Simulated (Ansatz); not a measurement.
SeMe2 (C2H6Se), relaxed as a singlet with RKS PBE0-D4/def2-TZVP in Ansatz, starting from the GFN2-xTB geometry. Force threshold 0.02 eV/Å.

Start:

```xyz
9

Se   -1.032   -0.781    0.140
C     0.498   -0.435    1.302
H     0.501    0.615    1.587
H     1.414   -0.690    0.774
H     0.391   -1.059    2.184
C    -0.508    0.427   -1.301
H     0.441    0.098   -1.719
H    -0.423    1.437   -0.907
H    -1.283    0.387   -2.061
```

```json
{"step": "1", "energy (eV)": "-67512.0255", "largest force component (eV/Å)": "0.376", "SCF passes": "16"}
{"step": "2", "energy (eV)": "-67512.0292", "largest force component (eV/Å)": "0.260", "SCF passes": "20"}
{"step": "3", "energy (eV)": "-67512.0315", "largest force component (eV/Å)": "0.063", "SCF passes": "21"}
{"step": "4", "energy (eV)": "-67512.0318", "largest force component (eV/Å)": "0.007", "SCF passes": "21"}
```

Force components are those of the run's own axes.

End:

```
atom    x (Å)    y (Å)    z (Å)
 Se1  -1.0264  -0.7770   0.1399
  C2   0.4969  -0.4350   1.2923
  H3   0.5228   0.6143   1.5843
  H4   1.4222  -0.7115   0.7876
  H5   0.3719  -1.0540   2.1801
  C6  -0.5076   0.4269  -1.2909
  H7   0.4463   0.1188  -1.7177
  H8  -0.4448   1.4496  -0.9201
  H9  -1.2813   0.3677  -2.0556
```

By distances, no bond broke or formed. The bond that changes most is Se1–C2, from 1.95 to 1.94 Å (atoms count from 1).

No frequencies were taken in this run, so the end may be a saddle point.

Run time 36 s (4 threads of Intel Xeon on a shared host).
